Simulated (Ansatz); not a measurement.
## Four-centre ligand exchange

Start structure (Si2NH9O, singlet), relaxed at PBE0-D4/def2-TZVP:

```
13
angstrom
Si -0.4997 0.8040 1.0397
H 0.6574 0.0351 1.5687
H -0.3335 1.0982 -0.4064
H -1.7248 -0.0274 1.2135
N -0.5095 2.3204 1.8605
H 0.4417 -2.3245 0.0934
O -0.0543 -1.8523 -0.5766
Si 0.7308 -1.4563 -1.9742
H -1.1044 3.0605 1.5234
H -0.4573 2.3419 2.8665
H 1.2186 -2.6744 -2.6781
H 1.8992 -0.5721 -1.7166
H -0.2645 -0.7530 -2.8139
```

The step: SiNH₅ ([NH2][SiH3]) + SiH₄O ([OH][SiH3]) → Si₂NH₇O ([NH2][SiH2][O][SiH3]) + H₂; bonds formed: Si1–O7, H2–H6; bonds broken: Si1–H2, H6–O7. Computed with Ansatz 0.2.0 (basis: def2-TZVPP and def2-QZVPP); correlated methods freeze the cores. Extrapolation: Hartree–Fock as exp(−7.88 √X), correlation as X^−2.97. Energies below are by CCSD(T) at an estimated basis limit (MP2 extrapolated from triple and quadruple zeta, plus CCSD(T) − MP2 in triple zeta).

Task: What are the electronic barrier and the energy of the step, from the start structure to the end structure? (To be estimated.)

Result: The calculation gives: Barrier 132.5 kJ/mol; step energy -106.3 kJ/mol (downhill); reverse barrier, their difference, 238.7 kJ/mol. Barrier and step energy count from the start structure, the reverse barrier from the end structure.

The saddle point: One imaginary mode of 1028i cm⁻¹.
```tsv
pair	start (Å)	saddle (Å)	end (Å)
Si1–O7	3.14	1.87	1.64
H2–H6	2.79	1.20	0.75
Si1–H2	1.49	1.72	3.84
H6–O7	0.96	1.09	2.91
```

Zero-point energy (harmonic, PBE0-D4): ZPE is 235.9 kJ/mol at the start and 231.8 kJ/mol at the saddle, so the barrier goes from 132.5 to 128.3 kJ/mol.

The T1 diagnostic stays at or below 0.012.

Labels in which every atom is bracketed show which atoms are joined, not bond orders.

For scale, one of the runs: CCSD(T)/def2-TZVPP, 272 basis functions, launched by `ansatz run in.yaml --threads 8 --pin off --events-out ev --progress --plain --max-ram 19148MiB`. Hardware: 8 CPU threads of an Intel Xeon Platinum 8259CL, shared host. Wall time 59 s; peak host memory 6.9 GiB.
